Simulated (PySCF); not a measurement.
Pb(I)(SiH3), SMILES [SiH3][Pb][I], singlet, PBE0/def2-SVP optimised geometry.

```
6

Pb    -1.67    -0.73     0.00
I     -1.68     2.11     0.00
Si     1.09    -0.73     0.00
H      1.68    -2.11    -0.01
H      1.60    -0.02     1.22
H      1.60    -0.01    -1.21
```

Density from PBE0/def2-TZVP, def2 effective core potentials past Kr (PySCF) at that geometry. The core electrons that the potentials of I, Pb replace are not part of the density.

Minimum of the electron density along straight lines between bonded atoms, close to the bond critical point (lines longer than 1.1 times the sum of covalent radii, or with two minima, are not listed):

```
bond     length / Å  ρ at the minimum / e bohr⁻³  ∇²ρ there / e bohr⁻⁵  position (fraction from the first atom)
-------  ----------  ---------------------------  --------------------  ---------------------------------------
Pb1–I2        2.834                        0.055                  0.07                                     0.47
Pb1–Si3       2.755                        0.062                 -0.02                                     0.52
Si3–H4        1.502                        0.115                  0.15                                     0.49
Si3–H5        1.499                        0.116                  0.15                                     0.49
Si3–H6        1.499                        0.116                  0.15                                     0.49
```
